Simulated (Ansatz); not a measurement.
Geometry optimisation, RHF/def2-SVP (Ansatz).

The input (input.yaml):

```yaml
crystal:
  periodic: [false, false, false]
  atoms:
    - { symbol: Sn, position_ang: [0.0, 0.0, 0.0] }
    - { symbol: Cl, position_ang: [0.0, 0.0, 2.41] }
    - { symbol: Cl, position_ang: [2.2726, 0.0, -0.8025] }
    - { symbol: H, position_ang: [-0.8195, 1.4198, -0.5794] }
    - { symbol: H, position_ang: [-0.8195, -1.4198, -0.5794] }
basis:
  gaussian: { orbitals: def2-SVP }
hamiltonian:
  xc: hf
relax:
  f_tol: 0.02
  max_steps: 40
output:
  orbitals: {}
```

Command:

```bash
$ ansatz run input.yaml --threads 1 --pin off --max-ram 2048MiB --backend cpu --events-out ev --progress --plain --runs-dir out
```

**Question.** Where does it end, and by what steps?

**Answer.** The run converged. After 3 steps the energy has fallen by 0.144 eV; Cl3 moved furthest, 0.10 Å.

```tsv
step	energy less start (eV)	largest force component (eV/Å)	accepted
0	0.0000	1.058	yes
1	-0.0229	1.019	yes
2	-0.1426	0.081	yes
3	-0.1439	0.016	yes
```

```xyz
5
Properties=species:S:1:pos:R:3
Sn -0.044 0.000 -0.031
Cl 0.007 0.000 2.314
Cl 2.184 0.000 -0.763
H -0.757 1.448 -0.535
H -0.757 -1.448 -0.535
```

Whether the end is a true minimum wasn't checked by a vibrational analysis.

The run took 5.9 s on 1 thread of Arm Neoverse V2, with other jobs on the host, peak memory 0.14 GiB.
